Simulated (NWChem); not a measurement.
System: C$_{2}$H$_{6}$AlFO; SMILES [Al]([CH3])([F])[O]C

The following NWChem deck was run.

```
start job
memory heap 200 mb stack 900 mb global 1100 mb
geometry units angstroms noautoz
  Al     0.229253     0.352238    -0.241831
  F     -1.254231     0.691089    -0.926696
  C      1.519877     1.756452     0.060938
  H      2.440214     1.368416     0.522129
  H      1.105625     2.535891     0.720754
  H      1.791089     2.251649    -0.885512
  O      0.556201    -1.250303     0.172334
  C     -0.023393    -2.511739     0.144677
  H     -0.092977    -2.930600     1.164429
  H     -1.041657    -2.508855    -0.285941
  H      0.590266    -3.209094    -0.453068
end
basis spherical
  Al library def2-svp
  F library def2-svp
  C library def2-svp
  H library def2-svp
  O library def2-svp
end
dft
  xc kt2
  iterations 150
  mulliken
end
task dft energy
```

Geometry: optimised at PBE0/def2-SVP.

**Question.** What results follow from this input? (KT2/def2-SVP.) Quantities: energy (Ha); highest occupied level (eV); orbital gap (eV); dipole (D).

**Answer.** 
```
Item                          Result
---------------------------  -------
energy (Ha)                  -503.11
highest occupied level (eV)    -6.60
orbital gap (eV)                5.68
dipole (D)                      1.09
```
